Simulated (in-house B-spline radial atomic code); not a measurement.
Orbital energies and mean radii along the 61-electron series, configuration 1s2 2s2 2p6 3s2 3p6 3d10 4s2 4p6 4d10 4f5/2(6) 4f7/2(6) 5s2 5p1/2(1). The effective charge is n√(-2ε), a non-relativistic measure. Computed with an all-electron radial atomic-structure program (B-spline basis): Dirac-Hartree-Fock, jj configuration that fills j = l - 1/2 first, finite nuclei.

```tsv
ion	Z	energy of 4d3/2 (Eh)	mean radius of 4d3/2 (bohr)	energy of 4f5/2 (Eh)	mean radius of 4f5/2 (bohr)	energy of 4d5/2 (Eh)	mean radius of 4d5/2 (bohr)	energy of 4f7/2 (Eh)	mean radius of 4f7/2 (bohr)	effective charge of 4d3/2
Yb9+	70	-13.5	0.54919	-6.183	0.64524	-13.022	0.55984	-6.0841	0.65274	20.785
Lu10+	71	-14.954	0.53504	-7.3437	0.61424	-14.441	0.54564	-7.235	0.62121	21.876
Hf11+	72	-16.487	0.52146	-8.5809	0.58693	-15.936	0.53201	-8.4617	0.5935	22.969
```
